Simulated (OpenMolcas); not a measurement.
How methods differ on SiNH4O2 (SMILES N[Si](O)O)

SiNH4O2: 8 atoms, total charge 0, spin state doublet. SMILES: `N[Si](O)O`. The shape is that of a PBE0-D4/def2-TZVP optimisation. This is one conformer, not always the lowest.

```
atom    x (Å)    y (Å)    z (Å)
   N  -0.4980   1.2670   0.1293
  Si   0.0960  -0.2436  -0.3760
   O   1.6416  -0.2883   0.2026
   O  -0.9565  -1.3347   0.2779
   H   0.0712   2.0940   0.0651
   H  -1.4836   1.4674   0.1105
   H   2.2509  -0.8480  -0.2809
   H  -1.0294  -2.1710  -0.1842
```

Quantity: the dipole moment, in D. The values are calculated.

| level | kind | program | value (D) |
| --- | --- | --- | --- |
| UHF/cc-pVDZ | Hartree–Fock | OpenMolcas | 2.52 |
| USVWN5/cc-pVDZ | LDA | OpenMolcas | 1.52 |
| UBLYP/cc-pVDZ | GGA | OpenMolcas | 1.50 |
| UPBE/cc-pVDZ | GGA | OpenMolcas | 1.49 |
| U-r2SCAN/cc-pVDZ | meta-GGA | OpenMolcas | 1.72 |
| UM06-L/cc-pVDZ | meta-GGA | OpenMolcas | 1.71 |
| UB3LYP/cc-pVDZ | global hybrid | OpenMolcas | 1.77 |
| UPBE0/cc-pVDZ | global hybrid | OpenMolcas | 1.81 |

The values span 1.49 to 2.52 D.
